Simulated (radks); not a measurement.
The table gives one normalised radial function P(r) = r R(r) of F8+ in 1s1 (r in bohr). All-electron calculation, scalar-relativistic Kohn-Sham, PBE, spin-unpolarised, spherical densities, finite nucleus; Fermi nuclear charge, rms radius 2.8976 fm; without spin polarisation the odd electron is poorly described. Program: a radial shooting solver on a logarithmic mesh with Libxc functionals.

r             P
0.006479  0.3309
0.008106  0.4078
0.01022   0.5042
0.01279   0.6161
0.01613   0.7535
0.02018   0.9083
0.02545   1.0917
0.03184   1.2885
0.03983   1.4991
0.05023   1.7203
0.06284   1.9199
0.07925   2.0876
0.09915   2.1828
0.125     2.1810
0.1564    2.0589
0.1957    1.8130
0.2468    1.4502
0.3088    1.0467
0.3894    0.6468
0.4872    0.3413
0.6144    0.1402

Which n and l does it have? It may be an empty orbital.

Answer. n = 1, l = 0: the number of nodes gives n - l - 1 = 0, the rise at small r (about r^(l+1)) gives l, and the extent must fit the shell. The curve is that of 1s. 1s: eigenvalue -1030.0 eV, 0 radial nodes, <r> = 0.168 bohr, 90 % of the charge inside 0.299 bohr.
